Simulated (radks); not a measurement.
Valence configurations of Ti (all share [Ar]). Method: non-relativistic Kohn-Sham, BLYP, spin-polarised, spherical densities, point nucleus; open shells are filled with parallel spins first; computed with a radial shooting solver on a logarithmic mesh with Libxc functionals. Energies are relative to 3d2 4s2; eigenvalues in eV for spin up.

valence          E (eV)  moment (Bohr magnetons)    e(3d)   e(4p)   e(4s)
3d2 4s2           0.000                        2   -4.804       -  -4.440
3d2.5 4s1.5      -0.168                        3   -3.367       -  -4.126
3d3 4s1          -0.036                        4   -2.277       -  -3.877
3d2 4p2           5.628                        4   -7.019  -2.671       -
4s2 4p2          14.695                        2        -  -3.698  -7.969
3d4               2.008                        4   -1.135       -       -
3d1 4s2 4p1       5.243                        2   -9.817  -2.580  -6.247
3d1 4p3          11.777                        4  -11.732  -3.648       -
3d2 4s1.5 4p0.5   1.245                        3   -5.433  -1.826  -4.979
3d2 4s1 4p1       2.305                        4   -5.954  -2.177  -5.442

NIST lists [Ar] 3d2 4s2 as the ground configuration; this level of theory puts 3d2.5 4s1.5 lower, by 0.168 eV. The energies are those of spherical high-spin densities, not of single terms.
